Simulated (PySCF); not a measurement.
## Checking a proposed structure

A compound C₇H₁₂OSi gives the data below (simulated from a calculation) and was assigned the structure `OCC1=C[SiH2][C@H]2C[C@@H]1C2`.

13C{1H} NMR (computed): δ 154.1 (CH), 115.1 (C), 87.8 (C), 86.1 (CH), 35.4 (CH2), 27.4 (CH2), 17.3 (CH3).

1H NMR (300 MHz, computed): δ 6.85 (s, 1H), 5.05 (s, 3H), 2.52 (s, 1H), 2.23 (t, 2H), 1.53 (m, 2H), 1.07 (t, 3H).

PySCF calculation with structure optimised with GFN2-xTB and σ from GIAO-PBE0/pcSseg-1; non-relativistic Hamiltonian, isolated molecule, one conformer, fast rotation and ring inversion assumed for equivalent nuclei.

δ = σ(ref) − σ, references computed at the same level: 1H (σ = 31.72 ppm), 13C (σ = 186.93 ppm) against TMS.

**Question.** Compare with the shifts computed for the proposed structure, pairing carbons in order of shift.

**Answer.** Atom-mapped SMILES (the numbers label the heavy atoms): `[OH:1][CH2:2][C:3]1=[CH:4][SiH2:5][C@H:6]2[CH2:7][C@@H:8]1[CH2:9]2`. Hydrogens are named by the atom that carries them.

```json
{"atom": "C3", "computed for proposal": "184.6", "given list": "154.1", "difference": "+30.5"}
{"atom": "C4", "computed for proposal": "115.5", "given list": "115.1", "difference": "+0.4"}
{"atom": "C2", "computed for proposal": "75.3", "given list": "87.8", "difference": "-12.5"}
{"atom": "C7", "computed for proposal": "36.5", "given list": "86.1", "difference": "-49.6"}
{"atom": "C9", "computed for proposal": "36.5", "given list": "35.4", "difference": "+1.1"}
{"atom": "C8", "computed for proposal": "35.6", "given list": "27.4", "difference": "+8.2"}
{"atom": "C6", "computed for proposal": "17.0", "given list": "17.3", "difference": "-0.3"}
```

The rms difference is 22.7 ppm and the largest -49.6 ppm at C7 (sp3 CH2 in a ring). The proposal also would give 6 carbon signals, not 7. The carbon types in order of shift don't match either: C, CH, CH2, CH2, CH2, CH, CH for the proposal against CH, C, C, CH, CH2, CH2, CH3 in the data. The proposal doesn't fit.

**Question.** Which isomer fits?

**Answer.** `C(#C)/C(=C/O[SiH3])CCC`.

1. Carbon types of the structure: 2 × C, 2 × CH, 2 × CH2, 1 × CH3, leaving 3 H on heteroatoms.
2. δC 154.1: alkene carbon bearing oxygen; an sp2 carbon further deshielded by the attached heteroatom.
3. δC 115.1: β carbon of an enol-ether or enamine type C=C.
4. δC 87.8: alkyne carbon; the triple bond shields along its axis, which puts it between sp3 and sp2 carbons.
5. δC 86.1: terminal alkyne carbon; the triple bond shields along its axis, which puts it between sp3 and sp2 carbons.

Other isomers checked: CCCc1coc([SiH3])c1 (rms 28.9 ppm).

The shifts were computed for this structure.

Shifts are as computed. Against solution values, carbons near 30 ppm lie about +3 ppm off and those near 130 ppm about +5 ppm. Of 1211 compounds with measured shifts, 218 miss one by over three times the rms of a fit or turn the order of signals round; such compounds aren't used in these exercises. Multiplicities follow the n + 1 count of equivalent neighbours, as no J values were calculated; m marks all less simple cases, F and P coupling included.
